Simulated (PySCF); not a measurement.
## Cr²⁺: excitation energy

Cr²⁺ [Ar] 3d4 (5D) → Cr²⁺ [Ar] 3d3 4s1 (5F), as a difference of total energies. All numbers are calculated (PySCF 2.14, the spin-free X2C one-electron Hamiltonian (Gaussian nucleus), in ANO-RCC-VTZP (6s5p3d2f1g, 59 functions)). Correlated levels: valence and next inner shell: [Ne] frozen. The calculations carry no spin-orbit coupling.

| method | excitation energy (eV) |
| --- | --- |
| UHF | 5.788 |
| MP2 (valence and next inner shell) | 6.492 |
| SCS-MP2 (valence and next inner shell) | 6.212 |
| CCSD (valence and next inner shell) | 6.264 |
| CCSD(T) (valence and next inner shell) | 6.263 |

Question: How much does correlation contribute at CCSD(T) (valence and next inner shell)?

Answer: 6.263 − (5.788) = 0.475 eV, measured against UHF.

A first-order spin-orbit estimate (lowest level to lowest level, LS coupling) adds -0.025 eV.

The basis was made for the ground configuration and has no added diffuse functions, so the excitation energy can come out too high.
